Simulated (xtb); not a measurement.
Br5Ta, triplet, at a GFN2-xTB geometry (such geometries of metal compounds can be far from the true shape) (the multiplicity is a formal guess), atoms displaced at random by about 0.1 Å a coordinate. Base run: GFN2-xTB (xtb).

Here is a job for xtb.
```
$ xtb mol.xyz --gfn 2 --uhf 2 --opt --json

# file mol.xyz
6

Ta     0.06863641    -0.01190198    -0.15838696
Br     1.98988717    -0.47008204     1.59748424
Br    -1.96859300     0.48791866    -1.72417076
Br     0.44212685     2.55437856     0.16879832
Br     1.35852710    -1.14255651    -1.82424146
Br    -1.71196650    -1.00192591     1.33884326
```

Variants of this job, named by their change:

```tsv
change	ΔE vs base (kJ/mol)	optimiser steps
base	0.00	10
opt level = vtight	0.00	14
opt level = extreme	0.00	14
opt level = lax	0.13	6
opt level = tight	0.00	11
alpb = cs2	-66.3	10
alpb = methanol	-42.6	11
engine = inertial	0.14	-
opt level = loose	0.13	6
opt level = sloppy	0.13	6
```
